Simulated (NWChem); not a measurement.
Species: C₂H₅F cation, doublet; SMILES of the neutral closed-shell parent C(C)F

```xyz
8

C      0.2370    -1.1964     0.0000
C     -0.4492     0.0904     0.0000
F      0.2682     1.2032     0.0000
H     -0.4639    -2.0514     0.0000
H      0.9689    -1.2782    -0.8578
H      0.9689    -1.2782     0.8578
H     -1.3072     0.2075     0.7844
H     -1.3072     0.2075    -0.7844
```
Atoms are numbered in this order, from 1.

All runs: NWChem. Spin-unrestricted. In the optimisation the excess spin sits in a" (Cs, its own frame). Geometry: optimised at PBE-D3(BJ)/def2-SVP, spin-unrestricted. The spin multiplicity was typed, not searched, and may not be the lowest. No stability test was run on the SCF state. Vertical excitations in the gas phase; the lowest state need not have the same character in each row. Excited states of an open shell can be spin-contaminated.

```json
[
 {"level": "PBE/def2-SVP, TDA", "lowest excitation (eV)": "1.78", "oscillator strength of that lowest state": "0.000", "lowest state with f > 0.02 (eV)": "3.53", "oscillator strength of that bright state": "0.130", "lowest empty minus highest occupied level, either spin (eV)": "0.99"},
 {"level": "B3LYP/def2-SVP, TDA", "lowest excitation (eV)": "1.91", "oscillator strength of that lowest state": "0.001", "lowest state with f > 0.02 (eV)": "3.30", "oscillator strength of that bright state": "0.121", "lowest empty minus highest occupied level, either spin (eV)": "2.86"},
 {"level": "CAM-B3LYP/def2-SVP, TDA", "lowest excitation (eV)": "1.97", "oscillator strength of that lowest state": "0.001", "lowest state with f > 0.02 (eV)": "3.25", "oscillator strength of that bright state": "0.112", "lowest empty minus highest occupied level, either spin (eV)": "5.91"},
 {"level": "BHandHLYP/def2-SVP, TDA", "lowest excitation (eV)": "2.18", "oscillator strength of that lowest state": "0.001", "lowest state with f > 0.02 (eV)": "3.24", "oscillator strength of that bright state": "0.107", "lowest empty minus highest occupied level, either spin (eV)": "5.75"}
]
```
